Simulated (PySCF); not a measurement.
FH3O2Si, SMILES O[SiH](O)F. Atoms are numbered in the order given.

```xyz
7

Si     0.3330     0.0308    -0.0961
O     -0.3387     1.4854    -0.4295
O     -0.5191    -1.1334    -0.8910
F      0.2464    -0.3167     1.4853
H      1.7620     0.1062    -0.4466
H     -1.2993     1.5269    -0.4641
H     -0.4802    -2.0304    -0.5474
```

Geometry optimised at PBE0-D3(BJ)/def2-SVP. The values are those of a single conformer.

Method: HF/pcSseg-1 in PySCF.

GIAO shieldings, no solvent; atoms listed in one row are averaged. δ = σ(ref) − σ: ²⁹Si against TMS (σ = 393.8 ppm); ¹⁷O against H2O (σ = 333.0 ppm); ¹⁹F against CFCl3 (σ = 238.5 ppm); ¹H against TMS (σ = 31.99 ppm), references at their B3LYP-D3(BJ)/def2-TZVP geometries, non-relativistic.

### Question
Estimate the chemical shifts. (The exact figures need the calculation; the answer reports its results.)

### Answer

| nucleus | atoms | count | δ (ppm) |
|---|---|---|---|
| ²⁹Si | Si1 | 1 | -58.4 |
| ¹⁷O | O2, O3 | 2 | 36.3 |
| ¹⁹F | F4 | 1 | -109.6 |
| ¹H | H5 | 1 | 4.19 |
| ¹H | H6 | 1 | 2.92 |
| ¹H | H7 | 1 | 2.61 |
